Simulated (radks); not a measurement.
Species: Ru17+. Configuration: [Ar] 3d9.

Method: non-relativistic Kohn-Sham, PBE, spin-polarised, spherical densities, point nucleus; open shells are filled with parallel spins first (spin-orbit coupling, left out, can overturn this in heavy ions); relativity is left out, which matters for an element this heavy; computed with a radial shooting solver on a logarithmic mesh with Libxc functionals.

Energy parts (eV):
total: -117666.178
kinetic: 117628.851
electron-nucleus: -267390.259
Hartree: 35256.494
exchange-correlation: -3161.264

Orbitals (lengths in bohr, moments of r in powers of bohr):
orbital,occ.,eigenvalue (eV),<r>
1s up,1,-21794.53,0.03463
1s down,1,-21794.52,0.03463
2s up,1,-3464.724,0.1507
2s down,1,-3462.762,0.1506
2p up,3,-3241.209,0.1289
2p down,3,-3239.786,0.1289
3s up,1,-951.0954,0.4057
3s down,1,-948.8680,0.4061
3p up,3,-863.6506,0.3970
3p down,3,-861.3403,0.3974
3d up,5,-704.9139,0.3663
3d down,4,-702.2137,0.3669
4s up,0,-415.7716,0.8638
4s down,0,-415.0879,0.8647
4p up,0,-383.5715,0.8821
4p down,0,-382.8921,0.8831

The highest occupied level is 3d down at -702.21 eV. Spin moment in Bohr magnetons: 1. The electron density at the nucleus is 5.946e+04 e/bohr^3. Virial ratio -V/T = 2.00032. The spin density at the nucleus is -0.767 e/bohr^3 (1s -0.085, 2s -2.060, 3s 1.378).
